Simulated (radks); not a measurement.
Results of a calculation; reference values are marked as such.
Neutral argon inside a hard spherical wall (all orbitals vanish at R), configuration held at [Ar] and not refilled when levels cross. Level of theory: non-relativistic Kohn-Sham, LDA (Slater exchange, VWN5 correlation), spin-polarised, spherical densities, point nucleus (a radial shooting solver on a logarithmic mesh with Libxc functionals). Eigenvalues in eV for spin up, with the zero of energy where the potential of the charges vanishes at infinity; a dash marks a level that is unbound or too diffuse for the functional's potential to be trusted. A positive occupied level is held by the wall or, in an anion where self-interaction has pushed it up, behind a barrier. The pressure on the wall is -dE/dV.

R (bohr)  E (hartree)  kinetic (hartree)    e(2s)    e(2p)    e(3s)    e(3p)  e(4s, empty)  e(4p, empty)  pressure (GPa)
free       -525.94619            524.970  -293.72  -229.76  -24.038  -10.404        -0.259             -               0
20         -525.94619            524.970  -293.72  -229.76  -24.038  -10.404        -0.245         0.527        < 0.0001
12         -525.94619            524.970  -293.72  -229.76  -24.038  -10.404        -0.065         1.273        < 0.0001
8          -525.94610            524.971  -293.72  -229.75  -24.031  -10.396         0.845         3.161         0.00585
7          -525.94567            524.976  -293.68  -229.71  -24.004  -10.371         1.640         4.495          0.0446
5          -525.92799            525.112  -292.94  -228.96  -23.458   -9.807         6.873        11.869            3.05
3          -525.18318            528.756  -281.21  -217.05  -15.300   -0.662        46.162        56.177             397
2.5        -523.81802            534.037  -268.90  -204.45   -5.703   10.166        85.347        96.521            1680
2          -519.57044            547.760  -244.54  -179.30   18.065   36.136        172.65        182.57            8560
1.5        -504.31880            588.560  -194.74  -127.06   91.096   111.06        400.86        397.19           59200
